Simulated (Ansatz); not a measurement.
Cd3S4⁻. Charge -1, multiplicity 2. Geometry PBE-D4/def2-SVPD; atoms count from 1.

```xyz
7

Cd    0.9501    1.3219    0.8160
Cd   -0.0538   -1.6923   -0.6696
Cd   -2.5518    1.0550   -0.4167
S    -0.7396    2.7940    0.1509
S    -2.3837   -1.5029   -0.6609
S     2.4226   -0.5225    1.3654
S     2.3562   -1.4532   -0.5850
```

In the def2 sets Cd takes a core potential; there is no spin–orbit coupling. The structure comes from a short search, and lower isomers may exist.

Q: Estimate the Mulliken populations from the PBE0/def2-TZVPD orbitals of Ansatz.

A: 
```
atom  charge (e)  spin (α − β)  d electrons
 Cd1        0.53          0.09         9.97
 Cd2        0.53          0.09         9.97
 Cd3        0.18          0.78        10.00
  S4       -0.67          0.01            –
  S5       -0.67          0.01            –
  S6       -0.44          0.01            –
  S7       -0.44          0.01            –
```
Mulliken values depend strongly on the basis. With diffuse functions, as here, like atoms can get unlike values, and bond orders can come out too low or too high.

Q: Where does the spin sit?

A: Summed by element: Cd 0.96, S 0.04, of 1 unpaired in all. Largest on single atoms: Cd3 0.78, Cd1 0.09, Cd2 0.09.

Q: And the Mayer bond orders between heavy atoms (over 0.3)?

A: Cd1–S4 1.00 (2.34 Å); Cd1–S6 0.73 (2.42 Å); Cd2–S5 1.00 (2.34 Å); Cd2–S7 0.73 (2.42 Å); Cd3–S4 0.48 (2.57 Å); Cd3–S5 0.48 (2.57 Å); S6–S7 1.00 (2.16 Å).
